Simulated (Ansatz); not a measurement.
Computed with Ansatz on PBE0-D4/def2-TZVP structures; ΔE is electronic, products minus reactants. CCSD(T)/CBS is the MP2 limit (def2-TZVPP, def2-QZVPP) plus CCSD(T) − MP2 in def2-TZVPP, frozen cores. Functionals use def2-TZVPP. B3LYP here is the variant with VWN-RPA as its local correlation; programs differ in this. def2 core potentials past Kr. For I outer-core shells are correlated without core-valence functions, which leaves a few kJ/mol of doubt a bond. One conformer a species, not always the lowest.

Reaction (redistribution): `P[SiH]1CS1` + `IB1C[SiH2]1` → `I[SiH]1CS1` + `PB1C[SiH2]1`

| level | ΔE (kJ/mol) | difference from CCSD(T)/CBS |
| --- | --- | --- |
| PBE-D4 | -20.6 | 0.1 |
| revPBE-D4 | -19.9 | 0.8 |
| r2SCAN-D4 | -24.6 | -3.9 |
| B3LYP-D4 | -23.4 | -2.7 |
| ωB97M-V | -22.7 | -2.0 |
| B3LYP | -23.7 | -3.0 |
| r2SCAN0 | -25.4 | -4.7 |
| HF/def2-SVP | -26.1 | -5.4 |
| HF/def2-QZVPP | -30.0 | -9.3 |
| MP2/def2-QZVPP | -19.3 | 1.4 |
| CCSD(T)/CBS | -20.7 | 0 |

Largest T1 diagnostic among the species: 0.017.

Leaving LDA and LC-ωPBE aside and taking each functional with its dispersion term where it has one, the values, not all of them listed here, spread over 6.8 kJ/mol, from BHLYP-D4 to revPBE-D4. From BLYP to BHLYP (50 % exact exchange), in def2-TZVPP and without D4, ΔE moves by −4.9 kJ/mol.
